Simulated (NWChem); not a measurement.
Molecule: BiH₂F; SMILES [F][BiH2]

Results from NWChem. The geometry was optimised at PBE-D3(BJ)/def2-SVP. def2 effective core potentials on Bi; no spin-orbit coupling. Level B3LYP/def2-SVP: energy and gradient on several grids; changes count from the extra-fine grid, which is no exact limit either.

| grid | size of the energy change (μHa) | largest change of a gradient component (μHa/bohr) |
|---|---|---|
| xcoarse | 4000 | 10000 |
| coarse | 200 | 500 |
| medium | < 10 | 300 |
| fine | < 10 | < 30 |
| xfine | < 10 | < 30 |
